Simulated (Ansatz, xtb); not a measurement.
Relaxing a trial structure of HNOSn

The starting geometry of this gas-phase singlet has its atoms placed at random.

```xyz
4

N     0.5551   -0.8906   -1.4723
O    -0.7786    0.2728    0.0123
Sn    1.5007   -0.1481    1.0053
H    -0.6261    0.4229    1.2655
```

**Question.** Guess where an optimisation with r2SCAN-D4/def2-SVP ends from this start.

**Answer.** It ends as a structure given below by its coordinates. Contacts that close: N1–O2 (2.31 → 1.55 Å), N1–Sn3 (2.75 → 2.01 Å), O2–Sn3 (2.52 → 2.30 Å), O2–H4 (1.27 → 0.97 Å).

The energy falls by 5.61 eV over 11 steps:

```tsv
step	E − E(last) (eV)
1	5.609
2	3.207
3	1.786
4	1.420
5	0.789
7	0.092
8	0.008
9	0.001
10	0.000
11	0.000
```

Final geometry (Å):

```yaml
atoms:
  - { symbol: N, position_ang: [0.2383, -0.6902, -0.6257] }
  - { symbol: O, position_ang: [-0.3657, 0.4832, 0.1835] }
  - { symbol: Sn, position_ang: [1.8088, -0.1750, 0.5187] }
  - { symbol: H, position_ang: [-1.0303, 0.0388, 0.7342] }
```

From the same start GFN2-xTB ends elsewhere, at `O[N]=[Sn]`.

From so rough a start the end depends on the optimiser's path, so another program may land elsewhere. The end wasn't checked by frequencies. Atoms past krypton carry core potentials, without spin–orbit terms. Run with Ansatz 0.2.0, 9.9 s on 1 thread of Intel(R) Xeon(R) 6975P-C (Granite Rapids), with other jobs on the host.
